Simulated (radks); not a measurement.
The numbers below are computed, except where a source is named.
These are the eigenvalues of the occupied orbitals of an atom or ion with whole-number occupations (hartree). Level of theory: scalar-relativistic Kohn-Sham, BLYP, spin-polarised, spherical densities, finite nucleus; Fermi nuclear charge, rms radius of each element as measured or else 0.836 A^(1/3) + 0.57 fm (a radial shooting solver on a logarithmic mesh with Libxc functionals).

| orbital | eigenvalue |
|---|---|
| 1s down | -2715.757 |
| 1s up | -2715.756 |
| 2s up | -474.4141 |
| 2s down | -474.4038 |
| 2p up | -413.4483 |
| 2p down | -413.4400 |
| 3s up | -111.6877 |
| 3s down | -111.6843 |
| 3p up | -93.77917 |
| 3p down | -93.77523 |
| 3d up | -73.73827 |
| 3d down | -73.73112 |
| 4s up | -24.89032 |
| 4s down | -24.88029 |
| 4p up | -19.01369 |
| 4p down | -19.00428 |
| 4d up | -11.71025 |
| 4d down | -11.69925 |
| 5s up | -5.05937 |
| 5s down | -4.98040 |
| 4f up | -3.59593 |
| 4f down | -3.57740 |
| 5p up | -3.55044 |
| 5p down | -3.45267 |
| 5d up | -1.80956 |

Which element is it, and in what charge state? The configuration may be excited. Open shells, if any, are filled with parallel spins first.

Answer. Z = 76, osmium, charge +4: Os4+ in [Xe] 4f14 5d4. The list shows which subshells hold electrons but not how many an open one holds; the 1s level, -2715.8 hartree, gives Z - s = 73.7 by -(Z - s)^2/2, which with screening and relativity narrows Z to a few neighbours, and the depths of the outer levels then fix element, charge and occupations together.
